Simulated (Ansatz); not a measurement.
A run on CH5O2Si, SMILES `C[Si](O)O` radical with other settings.

```yaml
crystal:
  periodic: [false, false, false]
  atoms:
    - {symbol: C, position_ang: [-0.744216, 0.489581, -0.962922]}
    - {symbol: Si, position_ang: [0.678049, 0.059085, 0.166735]}
    - {symbol: O, position_ang: [0.996538, -1.529568, -0.123242]}
    - {symbol: O, position_ang: [0.273750, 0.178711, 1.769616]}
    - {symbol: H, position_ang: [-0.468242, 0.323008, -2.005819]}
    - {symbol: H, position_ang: [-1.039727, 1.533439, -0.843260]}
    - {symbol: H, position_ang: [-1.597662, -0.150289, -0.717788]}
    - {symbol: H, position_ang: [1.561691, -1.976189, 0.509823]}
    - {symbol: H, position_ang: [0.428322, 1.025823, 2.189859]}
basis:
  gaussian: {orbitals: STO-3G, final_grid: {core_spheres: 5, valence_spheres: 4, degree: 11}}
magnetization: {spin_polarized: true, initial_magnetization: 1}
hamiltonian: {xc: {name: revPBE0}, dispersion: d3bjatm, pseudopotentials: {relativity: scalar}}
accuracy: high
```

```sh
$ ansatz run in.yaml --threads 4 --pin off --events-out ev --progress --plain --max-ram 10444MiB
```

It prints (some lines left out):

```
Functional definition: revPBE0
596 factors; integrals over basis functions are off by at most 2.1e-9 eV
mean field evaluation 1: about -12938.0168 eV, gradient 1.8e1 eV
mean field evaluation 2: about -12937.6549 eV, gradient 2.0e1 eV
mean field evaluation 4: about -12940.1959 eV, gradient 7.8e-1 eV
mean field evaluation 8: about -12940.2094 eV, gradient 1.8e-2 eV
mean field evaluation 16: about -12940.2094 eV, gradient 9.8e-7 eV
mean field -12940.20936830 eV, -475.5439230960 hartree, gradient 7.7e-8 eV, S^2 0.751667; 0 other end points of the search recorded, 0 dependent functions left out
reference -12940.20936907 eV, -475.5439231244 hartree; 21, 20 occupied and 8, 9 virtual orbitals, 596 factors
Total energy: -12940.56246688 eV, -475.5568992295 hartree
Relativity: scalar
```

It took 0.25 s on 4 threads of an Arm Neoverse V2 on a shared host, with 0.4 GiB of host memory at the peak.
